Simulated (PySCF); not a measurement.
## Telling isomers of C4H4F4O2 apart by NMR

Rapidly exchanging positions averaged, no relativistic terms, a single conformation, gas phase. σ from GIAO-PBE0/pcSseg-1; structure optimised with GFN2-xTB; PySCF 2.14.0 with density-fitted response routines.

Scale: TMS for $^{1}$H and $^{13}$C (reference shieldings calculated alike). Splittings of carbon signals by F and P are missing where no couplings were computed. Where no couplings were computed, multiplicities follow the n + 1 count of equivalent neighbours, and m marks all less simple cases (inequivalent or close neighbours, rings, F or P nearby). Shifts are as computed. Against solution values, carbons near 30 ppm lie about +3 ppm off and those near 130 ppm about +5 ppm (rms about the fit 2.1 ppm; single classes can miss by 10 ppm). Of 1328 compounds with measured shifts, 309 miss one by over three times the rms of a fit or turn the order of signals round; such compounds aren't used in these exercises. Signals without a measured value on file couldn't be tested in this way; 1H shifts scatter by 0.2 ppm about their fit, and single ones miss by 0.5 ppm.

(1) Tabulate the signals of `FC(F)O[C@@H]1O[C@@H]1C(F)F`, `F[C@@H]1CO[C@@H]1OC(F)(F)F`, `FC(F)(F)O[C@@]1(F)CCO1` and their relative energies.

(2) What is the quickest way to tell FC(F)O[C@@H]1O[C@@H]1C(F)F from F[C@@H]1CO[C@@H]1OC(F)(F)F?

(3) What is the quickest way to tell FC(F)O[C@@H]1O[C@@H]1C(F)F from FC(F)(F)O[C@@]1(F)CCO1?

(4) What is the quickest way to tell F[C@@H]1CO[C@@H]1OC(F)(F)F from FC(F)(F)O[C@@]1(F)CCO1?

Results:

(1) 
| SMILES | carbon types | δC | δH | E rel. (kcal/mol) |
| --- | --- | --- | --- | --- |
| FC(F)O[C@@H]1O[C@@H]1C(F)F | 4×CH | 123.8, 121.9, 73.1, 54.6 | 6.63 (m, 1H), 6.07 (m, 1H), 4.85 (m, 1H), 2.95 (m, 1H) | 20.3 |
| F[C@@H]1CO[C@@H]1OC(F)(F)F | 1×C 2×CH 1×CH2 | 130.8, 107.3, 86.8, 81.0 | 6.09 (m, 1H), 5.53 (m, 1H), 5.23 (m, 1H), 4.96 (m, 1H) | 12.5 |
| FC(F)(F)O[C@@]1(F)CCO1 | 2×C 2×CH2 | 128.8, 126.5, 62.5, 37.7 | 4.56 (m, 1H), 4.56 (m, 1H), 3.10 (m, 1H), 3.06 (m, 1H) | 0.0 |

Energies are electronic energies at PBE0/pcSseg-1 on these geometries, without zero-point or thermal terms, each for the one conformer computed, which needn't be the lowest.

(2) Both give the same number of carbon signals, but DEPT or the intensities differ. The first has an epoxide ring carbon (CH) at 54.6 ppm, the second a CF3 carbon (C) at 130.8 ppm. Their most deshielded carbons lie at 123.8 and 130.8 ppm. In the proton spectra the most deshielded non-exchanging signals are 6.63 (m, 1H) and 6.09 (m, 1H).

(3) Both give the same number of carbon signals, but DEPT or the intensities differ. The first has an sp3 CH bonded to 2 F and O at 123.8 ppm, the second a CF3 carbon (C) at 128.8 ppm. In the proton spectra the most deshielded non-exchanging signals are 6.63 (m, 1H) and 4.56 (m, 1H).

(4) Both give the same number of carbon signals, but DEPT or the intensities differ. The first has an sp3 carbon bearing two oxygens (CH) at 107.3 ppm, the second an sp3 CH2 in a ring at 37.7 ppm. Their most deshielded carbons lie at 130.8 and 128.8 ppm. In the proton spectra the most deshielded non-exchanging signals are 6.09 (m, 1H) and 4.56 (m, 1H).
